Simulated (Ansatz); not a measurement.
Consider the substitution at a C–Al bond: `[AlH2][CH2][AlH2]` + `CNC` → `CN(C)[CH2][AlH2]` + `[AlH3]`.

Calculated with Ansatz (gas phase, PBE0-D4/def2-TZVP geometries, no zero-point term in ΔE). CCSD(T)/CBS adds triple-zeta CCSD(T) − MP2 to the extrapolated MP2 energy (def2 sets, frozen cores). This one scheme is used for every species. Functionals use def2-TZVPP. B3LYP here is the variant with VWN-RPA as its local correlation; programs differ in this. One conformer a species, not always the lowest.

`[AlH2][CH2][AlH2]`:

```xyz
9

Al   -1.366   -0.519    0.844
C    -0.003    0.685    0.179
Al    1.368   -0.029   -0.987
H    -2.701   -0.745    0.014
H    -1.138   -1.306    2.205
H    -0.518    1.478   -0.378
H     0.507    1.108    1.054
H     1.143   -0.052   -2.559
H     2.708   -0.621   -0.372
```

`CNC`:

Z-matrix (Å, degrees):
```
C
N 1 1.445
H 1 1.094 2 109.4
H 1 1.092 2 110.0 3 117.9
H 1 1.104 2 114.0 3 -120.2
C 2 1.445 1 112.8 3 65.3
H 2 1.011 1 109.8 3 -171.9
H 6 1.104 2 114.0 1 54.9
H 6 1.094 2 109.4 1 -65.3
H 6 1.092 2 110.0 1 176.8
```

`CN(C)[CH2][AlH2]`:

```xyz
15

C     0.437   -1.370    0.126
N    -0.205   -0.151    0.551
C    -1.579   -0.396    0.924
C    -0.091    0.892   -0.451
Al    1.738    1.508   -0.829
H    -0.012   -1.792   -0.794
H     0.367   -2.126    0.911
H     1.500   -1.190   -0.065
H    -2.192   -0.751    0.075
H    -2.030    0.524    1.303
H    -1.625   -1.149    1.716
H    -0.616    0.626   -1.395
H    -0.622    1.786   -0.090
H     3.006    0.948   -0.052
H     1.924    2.641   -1.931
```

`[AlH3]`:

Z-matrix (Å, degrees):
```
Al
H 1 1.586
H 1 1.586 2 120.0
H 1 1.586 2 120.0 3 -179.9
```

| species | B3LYP-D4 energy (Eh) |
| --- | --- |
| `[AlH2][CH2][AlH2]` | -526.64206 |
| `CNC` | -135.23193 |
| `CN(C)[CH2][AlH2]` | -417.60066 |
| `[AlH3]` | -244.23481 |

Problem. Work out ΔE.

Solution. ΔE = (-417.60066) + (-244.23481) − (-526.64206) − (-135.23193) = 0.03852 Eh = +101.1 kJ/mol. CCSD(T)/CBS gives +105.3 kJ/mol.

Largest T1 diagnostic among the species: 0.010.

Leaving LDA and LC-ωPBE aside and taking each functional with its dispersion term where it has one, the values, not all of them listed here, spread over 14.1 kJ/mol, from revPBE-D4 to r2SCAN-D4. LDA lies −13.8 kJ/mol from PBE without D4. The D4 term adds −8.7 kJ/mol with B3LYP and −4.9 kJ/mol with PBE0; it sums over pairs of atoms, weighted by their polarisabilities, and B3LYP, whose exchange is more repulsive, gets the larger term.
